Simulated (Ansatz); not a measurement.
Relaxed structures of CH4SeSi, singlet (PBE0-D4/def2-TZVP; forces vanish, vibrations not checked; lower isomers may exist, and structures with a doubtful reference or unclear bonds are left out; Å). Ansatz 0.2.0; basis: def2-TZVPP; cores frozen in the correlated methods. Filled d shells of the heavier atoms are correlated. The def2 sets are not built for correlating such inner shells, so the correlated values are less sure here.

Question: Rank them by CCSD(T) energy, lowest first, and give each one's height above the lowest. Links in brackets join atoms within 1.22 times the sum of their covalent radii (1.1 for two metals). (Judge from chemistry; the value comes from the calculation.)
A.
CH₄SeSi ([CH2][SiH][SeH])
```
7
angstrom
C -0.6816 0.2276 -0.4835
Si 0.9024 -0.1581 -0.0190
Se 1.6327 -2.1239 0.7931
H 0.2923 -2.7193 0.7058
H -1.5123 -0.4642 -0.4280
H -0.9029 1.2191 -0.8624
H 2.0353 0.7867 -0.0949
```
B.
CH₄SeSi ([CH3][Si][SeH])
```
7
angstrom
C -0.5988 0.0657 -0.1317
Si 1.1850 -0.5420 -0.3893
Se 1.3917 -1.8976 1.4295
H -0.6921 0.5945 0.8226
H -1.2983 -0.7763 -0.1114
H -0.8974 0.7450 -0.9337
H 0.0542 -1.7235 2.0248
```
C.
CH₄SeSi ([SiH3][CH][Se])
```
7
angstrom
C 0.8402 -0.4509 0.2376
Si -0.7400 0.4334 -0.2326
Se 0.8942 -1.9270 1.1833
H -0.6900 1.8211 0.3042
H -1.9053 -0.2982 0.3127
H -0.8178 0.5181 -1.7168
H 1.7909 -0.0287 -0.0931
```
D.
CH₄SeSi ([CH3][SiH][Se])
```
7
angstrom
C -0.7245 0.4457 -0.2415
Si 0.8272 -0.4492 0.2379
Se 0.9809 -2.1958 1.3490
H -0.6949 1.4692 0.1459
H -1.6087 -0.0623 0.1424
H -0.7887 0.5153 -1.3321
H 2.0088 0.2771 -0.3016
```

Answer: Computed: D (0.000 eV), B (0.837 eV), A (1.366 eV), C (1.737 eV). Heights count from the lowest.

T1 diagnostic: at most 0.015. The restricted Hartree–Fock reference is unstable towards an unrestricted one at one or more of these structures.

For scale, one of the runs: CCSD(T)/def2-TZVPP, 177 basis functions, launched by `ansatz run in.yaml --threads 2 --pin off --events-out ev --progress --plain --max-ram 4352MiB`. Time: 56 s of wall clock on 2 CPU threads of an Arm Neoverse V1; the host was shared. Peak host memory: 1.6 GiB.
